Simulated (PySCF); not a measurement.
# Be (beryllium, neutral) across methods

[He] 2s1 2p1, high-spin 3P determinant (an excited configuration). Computed with PySCF 2.14 in x2c-TZVPPall with one added diffuse shell of s type (6s3p1d, 20 functions), with scalar relativity by spin-free X2C-1e.

```csv
method,E (hartree),mean ε 1s β (eV),mean ε 2s α (eV),mean ε 2p α (eV),Σ⟨r²⟩ (bohr²),⟨S²⟩
BLYP,-14.5705,-106.76,-6.244,-2.825,17.90,2.000
UHF,-14.51490,-128.54,-10.771,-6.657,18.18,2.000
wB97M-V,-14.5586,-115.01,-9.451,-5.349,18.29,2.000
r2SCAN,-14.5715,-108.76,-6.810,-3.223,17.98,2.000
PW91,-14.5631,-106.56,-6.562,-3.087,17.95,2.000
PBE,-14.5454,-106.35,-6.539,-3.057,18.03,2.000
PBE0,-14.5535,-112.08,-7.683,-4.019,18.00,2.000
LDA,-14.3588,-105.15,-6.515,-2.983,18.28,2.000
```

Q: Estimate the same row for r2SCANh.

A: E (hartree) = -14.5715; mean ε 1s β (eV) = -110.78; mean ε 2s α (eV) = -7.224; mean ε 2p α (eV) = -3.572; Σ⟨r²⟩ (bohr²) = 17.97; ⟨S²⟩ = 2.000.
